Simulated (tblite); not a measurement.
Q: Write a Z-matrix for `[Si@H](/C=C\C)(NC)C(Cl)Cl` as optimised with GFN2-xTB.

A: 
Z-matrix in Å and degrees, rows numbered from 1:
```
C 
C   1  1.4893
C   2  1.3276  1  126.12
Si  3  1.8774  2  126.45  1     1.89
N   4  1.7108  3  109.36  2    86.86
C   5  1.4447  4  125.00  3   -52.77
C   4  1.9253  3  107.80  2  -161.03
Cl  7  1.7740  4  109.64  3  -175.98
Cl  7  1.7696  4  110.94  3   -55.11
H   1  1.0900  2  109.69  3   119.27
H   1  1.0901  2  110.12  3  -122.95
H   1  1.0852  2  111.46  3    -1.70
H   2  1.0852  1  114.07  3  -179.61
H   3  1.0835  2  117.31  1  -179.67
H   4  1.4761  3  113.82  2   -46.66
H   5  1.0104  4  118.37  3   152.81
H   6  1.0907  5  109.94  4   149.72
H   6  1.0944  5  112.34  4   -89.30
H   6  1.0867  5  108.68  4    30.76
H   7  1.0874  4  113.79  3    65.24
```

Si4 (SiH silicon) is distorted tetrahedral (angles from 103.7° to 117.4°). The 2 C–C bonds span 1.328 Å (C2=C3, drawn double) to 1.489 Å (C1–C2, drawn single), a spread of 0.161 Å. N5 (silicon-bound nitrogen) has angles 125.0°, 118.4° and 112.2°, sum 355.6°, 0.16 Å off the plane of its three neighbours. Of the pairs four or more bonds apart, Si4···H12 is among the closest relative to their van der Waals radii: 2.81 Å, 85 % of the sum of Bondi's values.

Computed geometry: GFN2-xTB, gas phase.

Point group: C1 (no symmetry element, even within 0.4 Å). Its GFN2-xTB frequencies are all real (lowest 31 cm⁻¹). One conformer, not necessarily the lowest (C2–C3–Si4–N5 87°, C3–Si4–N5–C6 -53°, C3–Si4–C7–Cl8 -176°). 3 starts were optimised and ended at 0.00, 1.11 and 1.36 kcal/mol (GFN2-xTB); the lowest of these is shown.

Time: 2.2 s. Hardware: one thread of an Arm Neoverse V1, no GPU (shared host). That covers the optimisation of the geometry.
